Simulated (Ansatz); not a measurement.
`C[O][SnH]([OH])[Cl]` + HBr → `[OH][SnH]([Cl])[Br]` + CH₃OH  (ligand exchange at the Sn–O bond)

Isolated molecules relaxed with PBE0-D4/def2-TZVP in Ansatz; ΔE leaves out vibrations. CCSD(T)/CBS adds triple-zeta CCSD(T) − MP2 to the extrapolated MP2 energy (def2 sets, frozen cores). This one scheme is used for every species. DFT in def2-TZVPP. B3LYP here is the variant with VWN-RPA as its local correlation; programs differ in this. def2 core potentials past Kr. For Br, Sn outer-core shells are correlated without core-valence functions, which leaves a few kJ/mol of doubt a bond. Scalar relativity is left out up to krypton. Each species was taken in one conformer, which may not be the lowest.

Is it downhill or uphill in electronic energy at CCSD(T)/CBS, and by how much? (Estimate.)

Computed: Downhill: ΔE = -78.2 kJ/mol.

What do these levels give: PBE-D4, PBE0-D4, B3LYP-D4, ωB97M-V, B2PLYP, r2SCAN, PBE0, MP2/def2-TZVPP, HF/def2-QZVPP, SCS-MP2/def2-QZVPP, HF/CBS(def2), MP2/CBS(def2)? (Estimate.)

The calculation gave: PBE-D4 -80.3, PBE0-D4 -86.6, B3LYP-D4 -79.7, ωB97M-V -80.4, B2PLYP -78.4, r2SCAN -81.0, PBE0 -88.2, MP2/def2-TZVPP -76.0, HF/def2-QZVPP -91.4, SCS-MP2/def2-QZVPP -76.9, HF/CBS(def2) -91.3, MP2/CBS(def2) -81.6 kJ/mol.

Largest T1 diagnostic among the species: 0.013.

In def2-TZVPP, CCSD(T) changes the Hartree–Fock value by +19.6 kJ/mol (the triples alone add +2.7 kJ/mol) and MP2 by +16.2 kJ/mol. From PBE to PBE0 (25 % exact exchange), in def2-TZVPP and without D4, ΔE moves by −6.1 kJ/mol.
